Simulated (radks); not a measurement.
Values are calculated unless marked as measured or tabulated.
All-electron atom: Ga4+ in [Ne] 3s2 3p5.5 3d9 4f0.5 (fractional occupations, a model configuration).

Code: a radial shooting solver on a logarithmic mesh with Libxc functionals. Model: scalar-relativistic Kohn-Sham, LDA (Slater exchange, VWN5 correlation), spin-polarised, spherical densities, finite nucleus; open shells are filled with parallel spins first; Fermi nuclear charge, rms radius 3.9973 fm.

Energy parts (hartree):
part                       energy
total                 -1933.97441
kinetic                1966.25894
electron-nucleus      -4597.64372
Hartree                 767.90316
exchange-correlation    -70.49279

Orbitals (lengths in bohr, moments of r in powers of bohr; <r^-3> diverges for s and p1/2):
orbital  occ.  eigenvalue (hartree)   <r^-3>      <r>       <r^4>
1s up       1             -377.8971        -  0.04867  0.00002612
1s down     1             -377.8834        -  0.04867  0.00002612
2s up       1             -48.91651        -   0.2182    0.005469
2s down     1             -48.87508        -   0.2181    0.005459
2p up       3             -42.97562    889.9   0.1909    0.004018
2p down     3             -42.93796    890.5   0.1908    0.004009
3s up       1              -7.92943        -   0.6447      0.3663
3s down     1              -7.85094        -   0.6458      0.3696
3p up       3              -6.12217    122.8   0.6652      0.4600
3p down   2.5              -6.04540    122.1   0.6670      0.4663
3d up       5              -3.14992    13.39   0.7225      0.9173
3d down     4              -3.07775    13.26   0.7278      0.9520
4f up     0.5              -0.65712  0.05170    3.639       326.9
4f down     0              -0.62790  0.04993    3.711       360.1

The highest occupied level is 4f up at -17.881 eV. Spin moment in Bohr magnetons: 2. The electron density at the nucleus is 2.84e+04 e/bohr^3 (large components only). The density falls to 0.001 e/bohr^3 at r = 3.58 bohr.
